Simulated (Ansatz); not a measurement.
Total energies of AsAsAsSb tetrahedron (SbAs3) from Ansatz at PBE-D4/def2-TZVPD, gas phase (1 Eh = 27.2114 eV = 2625.5 kJ/mol). The reference geometry is relaxed at PBE0-D4/def2-SVP.

```xyz
4

As    0.5566    0.9686    1.0230
As    0.5751    0.3838   -1.3478
As   -1.4971    0.2209   -0.0662
Sb    0.3655   -1.5733    0.3909
```

```
                 state   geometry  energy (Eh)
      charge 0 singlet  reference  -6947.02859
     charge -1 doublet  reference  -6947.02829
free As atom (quartet)          –  -2235.47048
free Sb atom (quartet)          –   -240.20752
```

In the def2 sets Sb takes a core potential; there is no spin–orbit coupling.

(1) Work out the vertical electron affinity, to the doublet.

(2) What is the binding energy per atom against free atoms?

(1) E(charge 0 singlet) − E(charge -1 doublet) = -6947.02859 − (-6947.02829) = -0.00030 Eh = -0.01 eV; so near zero that its sign isn't settled.

(2) Atoms: 3 × (-2235.47048) + 1 × (-240.20752) = -6946.61896 Eh. Binding: -6946.61896 − (-6947.02859) = 0.40963 Eh = 11.15 eV, or 2.79 eV for each of 4 atoms (no zero-point energy, no counterpoise term).

At PBE-D4/def2-TZVPD the highest occupied level of the charge -1 doublet lies above zero (up to 2.04 eV). Energy differences put its binding near zero (-0.01 eV; vertical, to the charge 0 singlet, at PBE-D4/def2-TZVPD), which leaves it undecided. At PBE-D4/def2-TZVPD the gap within one spin of the charge -1 doublet nearly closes, so an electron or hole may be smeared out by delocalisation error.
